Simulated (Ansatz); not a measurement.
Isolated molecules relaxed with PBE0-D4/def2-TZVP in Ansatz; ΔE leaves out vibrations. CCSD(T)/CBS adds triple-zeta CCSD(T) − MP2 to the extrapolated MP2 energy (def2 sets, frozen cores). This one scheme is used for every species. Functionals use def2-TZVPP. For Br outer-core shells are correlated without core-valence functions, which leaves a few kJ/mol of doubt a bond. Scalar relativity is left out up to krypton. One conformer a species, not always the lowest.

Reaction (ligand exchange at the Si–N bond): `N[Si](F)(F)Br` + H–F → `F[Si](F)(F)Br` + NH₃

Problem. Is it downhill or uphill in electronic energy at CCSD(T)/CBS, and by how much? (Estimate.)

Solution. Ansatz gave: Downhill: ΔE = -70.8 kJ/mol.

Problem. What do these levels give: BLYP-D4, r2SCANh-D4, BHLYP-D4, CAM-B3LYP-D4, ωB97M-V, B2PLYP, CAM-B3LYP, RPA@PBE/def2-TZVPP, CCSD/def2-SVP, MP2/def2-TZVPP, HF/def2-QZVPP, CCSD/CBS(def2)? (Estimate.)

Solution. Ansatz gave: BLYP-D4 -72.2, r2SCANh-D4 -74.5, BHLYP-D4 -72.3, CAM-B3LYP-D4 -72.6, ωB97M-V -71.4, B2PLYP -76.1, CAM-B3LYP -76.0, RPA@PBE/def2-TZVPP -75.7, CCSD/def2-SVP -66.9, MP2/def2-TZVPP -70.2, HF/def2-QZVPP -84.0, CCSD/CBS(def2) -71.8 kJ/mol.

Largest T1 diagnostic among the species: 0.010.

The D4 term adds +6.2 kJ/mol with B3LYP and +3.3 kJ/mol with PBE0; it sums over pairs of atoms, weighted by their polarisabilities, and B3LYP, whose exchange is more repulsive, gets the larger term. In def2-TZVPP, CCSD(T) changes the Hartree–Fock value by +8.6 kJ/mol (the triples alone add +1.0 kJ/mol) and MP2 by +11.4 kJ/mol.

B3LYP here is the variant with VWN-RPA as its local correlation; programs differ in this.
